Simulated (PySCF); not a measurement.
H$_{3}$Cl$_{2}$GaN, charge +2, doublet, geometry from GFN2-xTB of the parent state (such geometries of metal compounds can be far from the true shape) (a state made from the parent by changing its charge; the spin is typed, not shown lowest); PySCF with SVWN5/3-21G.

Input for PySCF:
```python
from pyscf import gto, scf, dft

mol = gto.M(
    atom='''
Ga    0.00064622    0.02878830    0.00937560
Cl    1.41128155    0.96939965   -1.16019226
Cl   -1.44280685    0.27352527    1.45798678
N     0.04941118   -2.09223287   -0.50665912
H    -0.47621186   -2.27939540   -1.36850992
H    -0.36177471   -2.67601614    0.22996377
H     1.00800585   -2.42111962   -0.66799016
''',
    basis='3-21g',
    charge=2,
    spin=1,
    verbose=4,
)

mf = dft.UKS(mol)
mf.xc = 'lda,vwn'
mf.kernel()
mf.analyze()
```

Problem. What does PySCF print? Leave out banner, timings and long lists.

Solution. 
```
PySCF version 2.14.0

[INPUT] verbose = 4
[INPUT] num. atoms = 7
[INPUT] num. electrons = 73
[INPUT] charge = 2
[INPUT] spin (= nelec alpha-beta = 2S) = 1
[INPUT] symmetry False subgroup None
[INPUT] Mole.unit = angstrom
[INPUT] Symbol           X                Y                Z      unit          X                Y                Z       unit  Magmom
[...]
nuclear repulsion = 443.098241165787
number of shells = 35
number of NR pGTOs = 132
number of NR cGTOs = 63
basis = 3-21g
ecp = {}

******** <class 'pyscf.dft.uks.UKS'> ********
method = UKS
initial guess = minao
damping factor = 0
level_shift factor = 0
DIIS = <class 'pyscf.scf.diis.CDIIS'>
diis_start_cycle = 1
diis_space = 8
diis_damp = 0
SCF conv_tol = 1e-09
SCF conv_tol_grad = None
SCF max_cycles = 50
direct_scf = True
direct_scf_tol = 1e-13
number electrons alpha = 37  beta = 36
XC library pyscf.dft.libxc version 7.1.2
    S. Lehtola, C. Steigemann, M. J. T. Oliveira, and M. A. L. Marques,  SoftwareX 7, 1–5 (2018)
XC functionals = lda,vwn
    P. A. M. Dirac,  Math. Proc. Cambridge Philos. Soc. 26, 376 (1930)
    F. Bloch,  Z. Phys. 57, 545 (1929)
    S. H. Vosko, L. Wilk, and M. Nusair,  Can. J. Phys. 58, 1200 (1980)
radial grids:
    Treutler-Ahlrichs [JCP 102, 346 (1995); DOI:10.1063/1.469408] (M4) radial grids

becke partition: Becke, JCP 88, 2547 (1988); DOI:10.1063/1.454033
pruning grids: <function nwchem_prune>
grids dens level: 3
symmetrized grids: False
atomic radii adjust function: <function treutler_atomic_radii_adjust>
small_rho_cutoff = 0
Set gradient conv threshold to 3.16228e-05
tot grids = 101992
init E= -2879.37009442052

cycle= 1 E= -2880.37807489152  delta_E= -1.01  |g|= 0.217  |ddm|= 1.79
cycle= 2 E= -2880.19973148738  delta_E= 0.178  |g|= 0.576  |ddm|= 1.61

cycle= 3 E= -2880.42182177079  delta_E= -0.222  |g|= 0.109  |ddm|= 0.675
cycle= 4 E= -2880.40220268108  delta_E= 0.0196  |g|= 0.181  |ddm|= 1.11
cycle= 5 E= -2880.39665689396  delta_E= 0.00555  |g|= 0.188  |ddm|= 0.806
cycle= 6 E= -2880.39319263072  delta_E= 0.00346  |g|= 0.187  |ddm|= 0.898
cycle= 7 E= -2880.39351277848  delta_E= -0.00032  |g|= 0.187  |ddm|= 0.937
cycle= 8 E= -2880.43251153296  delta_E= -0.039  |g|= 0.0698  |ddm|= 0.45
cycle= 9 E= -2880.42850375033  delta_E= 0.00401  |g|= 0.0807  |ddm|= 1.09
cycle= 10 E= -2880.42946527232  delta_E= -0.000962  |g|= 0.0728  |ddm|= 0.0258

cycle= 11 E= -2880.39434161167  delta_E= 0.0351  |g|= 0.185  |ddm|= 0.997

cycle= 12 E= -2880.38336425674  delta_E= 0.011  |g|= 0.203  |ddm|= 0.223

cycle= 13 E= -2880.37870582142  delta_E= 0.00466  |g|= 0.21  |ddm|= 0.173
cycle= 14 E= -2880.40826366792  delta_E= -0.0296  |g|= 0.159  |ddm|= 1.02
cycle= 15 E= -2880.41042960187  delta_E= -0.00217  |g|= 0.152  |ddm|= 0.0216
cycle= 16 E= -2880.40697836969  delta_E= 0.00345  |g|= 0.16  |ddm|= 0.0471
cycle= 17 E= -2880.41448474552  delta_E= -0.00751  |g|= 0.144  |ddm|= 0.101
cycle= 18 E= -2880.40063021347  delta_E= 0.0139  |g|= 0.177  |ddm|= 0.17
cycle= 19 E= -2880.42456071933  delta_E= -0.0239  |g|= 0.104  |ddm|= 1.01

cycle= 20 E= -2880.43039957677  delta_E= -0.00584  |g|= 0.0656  |ddm|= 0.806
cycle= 21 E= -2880.40292963105  delta_E= 0.0275  |g|= 0.171  |ddm|= 1.08
cycle= 22 E= -2880.37666748396  delta_E= 0.0263  |g|= 0.219  |ddm|= 1.03
cycle= 23 E= -2880.43097033569  delta_E= -0.0543  |g|= 0.0874  |ddm|= 0.801
cycle= 24 E= -2880.39465825855  delta_E= 0.0363  |g|= 0.184  |ddm|= 0.796

cycle= 25 E= -2880.430728566  delta_E= -0.0361  |g|= 0.082  |ddm|= 0.814
cycle= 26 E= -2880.40484662533  delta_E= 0.0259  |g|= 0.164  |ddm|= 0.422

cycle= 27 E= -2880.41082604384  delta_E= -0.00598  |g|= 0.148  |ddm|= 0.603
cycle= 28 E= -2880.43229084251  delta_E= -0.0215  |g|= 0.0519  |ddm|= 0.744

cycle= 29 E= -2880.43073019886  delta_E= 0.00156  |g|= 0.0636  |ddm|= 0.629

cycle= 30 E= -2880.423052623  delta_E= 0.00768  |g|= 0.114  |ddm|= 1.08

cycle= 31 E= -2880.43594644433  delta_E= -0.0129  |g|= 0.0114  |ddm|= 0.785
cycle= 32 E= -2880.43239715826  delta_E= 0.00355  |g|= 0.0615  |ddm|= 1.08
cycle= 33 E= -2880.41374157529  delta_E= 0.0187  |g|= 0.141  |ddm|= 0.548

cycle= 34 E= -2880.4219347794  delta_E= -0.00819  |g|= 0.117  |ddm|= 0.682

cycle= 35 E= -2880.40223521952  delta_E= 0.0197  |g|= 0.17  |ddm|= 0.238
cycle= 36 E= -2880.38704702687  delta_E= 0.0152  |g|= 0.197  |ddm|= 0.173

cycle= 37 E= -2880.39277957807  delta_E= -0.00573  |g|= 0.187  |ddm|= 0.0688

cycle= 38 E= -2880.38813522817  delta_E= 0.00464  |g|= 0.194  |ddm|= 0.154

cycle= 39 E= -2880.38684414574  delta_E= 0.00129  |g|= 0.196  |ddm|= 0.02
cycle= 40 E= -2880.40898481841  delta_E= -0.0221  |g|= 0.157  |ddm|= 1.08
cycle= 41 E= -2880.41563859926  delta_E= -0.00665  |g|= 0.138  |ddm|= 0.112
cycle= 42 E= -2880.37486677982  delta_E= 0.0408  |g|= 0.225  |ddm|= 0.545
cycle= 43 E= -2880.4214804657  delta_E= -0.0466  |g|= 0.129  |ddm|= 0.95
cycle= 44 E= -2880.38973083609  delta_E= 0.0317  |g|= 0.197  |ddm|= 0.954
cycle= 45 E= -2880.41106305625  delta_E= -0.0213  |g|= 0.151  |ddm|= 0.433
cycle= 46 E= -2880.3951646674  delta_E= 0.0159  |g|= 0.185  |ddm|= 0.623

cycle= 47 E= -2880.37867160309  delta_E= 0.0165  |g|= 0.21  |ddm|= 1.05
cycle= 48 E= -2880.3834541688  delta_E= -0.00478  |g|= 0.205  |ddm|= 0.36
cycle= 49 E= -2880.38772634299  delta_E= -0.00427  |g|= 0.202  |ddm|= 0.24
cycle= 50 E= -2880.42152560044  delta_E= -0.0338  |g|= 0.117  |ddm|= 1.05
SCF not converged.
SCF energy = -2880.42152560044 after 50 cycles  <S^2> = 0.75116609  2S+1 = 2.0011657
**** SCF Summaries ****
Total Energy =                       -2880.421525600438144
Nuclear Repulsion Energy =             443.098241165787385
One-electron Energy =                -4865.208384421654955
Two-electron Energy =                 1541.688617655429425
Two-electron Coulomb Energy =         1674.098332996815088
DFT Exchange-Correlation Energy =     -132.409715341385549
**** MO energy ****
                             alpha | beta                alpha | beta
[...]
To work with the spin densities directly, `use mulliken_meta_spin()` only printing them here.

 ** Mulliken spin pop alpha/beta on meta-lowdin orthogonal AOs **
 ** Mulliken Spin Density (per AO)  **
spin_pop of  0 Ga 1s       -0.00000
spin_pop of  0 Ga 2s       -0.00000
spin_pop of  0 Ga 3s       -0.00005
spin_pop of  0 Ga 4s       -0.01308
spin_pop of  0 Ga 5s       -0.00026
spin_pop of  0 Ga 2px      -0.00000
spin_pop of  0 Ga 2py       0.00000
spin_pop of  0 Ga 2pz      -0.00000
spin_pop of  0 Ga 3px      -0.00000
spin_pop of  0 Ga 3py      -0.00000
spin_pop of  0 Ga 3pz      -0.00000
spin_pop of  0 Ga 4px      -0.00994
spin_pop of  0 Ga 4py      -0.01137
spin_pop of  0 Ga 4pz      -0.00892
spin_pop of  0 Ga 5px      -0.00051
spin_pop of  0 Ga 5py      -0.00023
spin_pop of  0 Ga 5pz      -0.00048
spin_pop of  0 Ga 3dxy      0.00018
spin_pop of  0 Ga 3dyz      0.00018
spin_pop of  0 Ga 3dz^2     0.00531
spin_pop of  0 Ga 3dxz      0.00125
spin_pop of  0 Ga 3dx2-y2    0.00023
spin_pop of  1 Cl 1s       -0.00000
spin_pop of  1 Cl 2s       -0.00001
spin_pop of  1 Cl 3s        0.00110
spin_pop of  1 Cl 4s       -0.00010
spin_pop of  1 Cl 2px       0.00001
spin_pop of  1 Cl 2py       0.00003
spin_pop of  1 Cl 2pz       0.00005
spin_pop of  1 Cl 3px       0.08539
spin_pop of  1 Cl 3py       0.21465
spin_pop of  1 Cl 3pz       0.37426
spin_pop of  1 Cl 4px       0.00035
spin_pop of  1 Cl 4py       0.00071
spin_pop of  1 Cl 4pz       0.00056
spin_pop of  2 Cl 1s        0.00000
spin_pop of  2 Cl 2s       -0.00001
spin_pop of  2 Cl 3s        0.00113
spin_pop of  2 Cl 4s       -0.00007
spin_pop of  2 Cl 2px       0.00002
spin_pop of  2 Cl 2py      -0.00000
spin_pop of  2 Cl 2pz       0.00001
spin_pop of  2 Cl 3px       0.19741
spin_pop of  2 Cl 3py       0.02161
spin_pop of  2 Cl 3pz       0.08232
spin_pop of  2 Cl 4px       0.00040
spin_pop of  2 Cl 4py       0.00051
spin_pop of  2 Cl 4pz       0.00033
spin_pop of  3 N 1s       -0.00000
spin_pop of  3 N 2s        0.00665
spin_pop of  3 N 3s        0.00001
spin_pop of  3 N 2px       0.00269
spin_pop of  3 N 2py       0.04876
spin_pop of  3 N 2pz       0.00489
spin_pop of  3 N 3px       0.00001
spin_pop of  3 N 3py      -0.00002
spin_pop of  3 N 3pz       0.00002
spin_pop of  4 H 1s       -0.00220
spin_pop of  4 H 2s        0.00002
spin_pop of  5 H 1s       -0.00158
spin_pop of  5 H 2s        0.00003
spin_pop of  6 H 1s       -0.00225
spin_pop of  6 H 2s        0.00002
 ** Mulliken Spin Density (per atom)  **
spin density of  0 Ga =     -0.03770
spin density of  1 Cl =      0.67699
spin density of  2 Cl =      0.30367
spin density of  3 N =      0.06300
spin density of  4 H =     -0.00218
spin density of  5 H =     -0.00155
spin density of  6 H =     -0.00223
 ** Mulliken pop alpha/beta on meta-lowdin orthogonal AOs **
 ** Mulliken pop       alpha | beta **
In total            37.00000 | 36.00000
 ** Mulliken atomic charges   ( Nelec_alpha | Nelec_beta ) **
charge of  0Ga =      0.79293  (    15.08468     15.12238 )
charge of  1Cl =      0.51663  (     8.58018      7.90319 )
charge of  2Cl =      0.14050  (     8.58158      8.27791 )
charge of  3N =     -0.39760  (     3.73030      3.66730 )
charge of  4H =      0.31676  (     0.34053      0.34271 )
charge of  5H =      0.31549  (     0.34148      0.34303 )
charge of  6H =      0.31527  (     0.34125      0.34348 )

WARN: System has nonzero charge 2; the dipole moment is origin-dependent.
Location of origin: [0. 0. 0.]

Dipole moment(X, Y, Z, Debye):  2.68754, -4.78227, -3.72959
```

Convergence was not reached.
